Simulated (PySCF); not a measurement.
Computed shifts of a molecule FH₆NOSi₂, PBE/pcSseg-1 in PySCF, GIAO, gas phase, atoms alike by connectivity averaged where their shifts nearly agree, in ppm (number of nuclei): ¹⁵N: 52.6 (1). ²⁹Si: 5.3 (1), -29.9 (1). ¹⁹F: -291.8 (1). ¹H: 5.79 (2), 5.31 (1), 3.43 (1), 2.03 (1), 1.31 (1). References: ¹⁵N against NH3 (σ = 267.0 ppm); ²⁹Si against TMS (σ = 335.4 ppm); ¹⁷O against H2O (σ = 334.3 ppm); ¹⁹F against CFCl3 (σ = 133.6 ppm); ¹H against TMS (σ = 31.49 ppm), references at their B3LYP-D3(BJ)/def2-TZVP geometries, non-relativistic. Geometry optimised at r2SCAN-D4/def2-SVP. One conformer was computed; it need not be the lowest.

Identify the compound among the candidates.
A) N[Si@@H](O)[SiH2]F
B) N[SiH2][Si@@H](O)F
C) N[Si@@H](F)[SiH2]O
D) N[Si@@](O)(F)[SiH3]

A, N[Si@@H](O)[SiH2]F
